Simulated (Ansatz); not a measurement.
Saddle point of AlH$_{2}$BrCl$_{2}$, singlet (AlBrCl₂ ([Cl][Al]([Cl])[Br]) + H₂ → AlHCl₂ ([Cl][AlH][Cl]) + HBr (still joined by a long Al–Br bond); bonds formed: Al1–H6, Br2–H5; bonds broken: H5–H6; bonds weakened to dative contacts: Al1–Br2), PBE0-D4/def2-TZVP structure:

```xyz
6
angstrom
Al -0.3005 0.4184 -0.2793
Br 0.2255 -1.7437 1.0866
Cl -1.0987 -0.1877 -2.1052
Cl -1.3352 1.7078 0.9882
H 1.1849 -0.6844 0.5097
H 1.3239 0.4896 -0.2001
```

Energies are electronic, without zero-point energy. Barriers and step energies count from the start structure reached by relaxing down the imaginary mode; all methods use the PBE0-D4 structures, on which another method's saddle can fall below an end. Program: Ansatz 0.2.0. Basis: def2-TZVPP, with def2-QZVPP for the basis limit. Cores are frozen in the correlated methods. Filled d shells of the heavier atoms are correlated. The def2 sets are not built for correlating such inner shells, so the correlated values are less sure here. B3LYP uses VWN-RPA correlation. Extrapolation: Hartree–Fock as exp(−7.88 √X), correlation as X^−2.97.

```tsv
method	barrier (kJ/mol)	step energy (kJ/mol)
SPW92	102.7	98.0
PBE-D4	121.0	105.1
BLYP-D4	?	105.0
r2SCAN-D4	132.4	113.8
B97M-V	130.1	98.4
PBE0-D4	132.5	107.9
B3LYP-D4	138.3	107.0
r2SCAN0-D4	140.2	114.2
BHLYP-D4	151.9	109.5
CAM-B3LYP-D4	141.4	104.7
wB97X-V	?	106.1
wB97M-V	?	107.6
B2PLYP	144.4	110.2
PBE-QIDH	144.5	112.3
RPA on PBE	139.6	99.4
HF	177.5	111.4
MP2	150.0	115.3
CCSD	149.8	106.2
CCSD(T)	145.5	107.2
```

**Question.** Fill in the withheld barriers. (Judge from chemistry; the value comes from the calculation.)

**Answer.** The calculation gives: wB97X-V 145.6; wB97M-V 146.1; BLYP-D4 130.2 kJ/mol. Each is the energy of the saddle less that of the start structure, by the same method.

For comparison, the barrier by CCSD(T) at an estimated basis limit (MP2 extrapolated from triple and quadruple zeta, plus CCSD(T) − MP2 in triple zeta) is 148.3 kJ/mol.

No T1 diagnostic of these runs exceeds 0.008.

Labels in which every atom is bracketed show which atoms are joined, not bond orders.

For scale, one of the runs: CCSD(T)/def2-TZVPP, 202 basis functions (an equivalent command: `ansatz run in.yaml --threads 4`). Hardware: 4 CPU threads, shared host. Wall time 16 s; peak host memory 2.4 GiB.
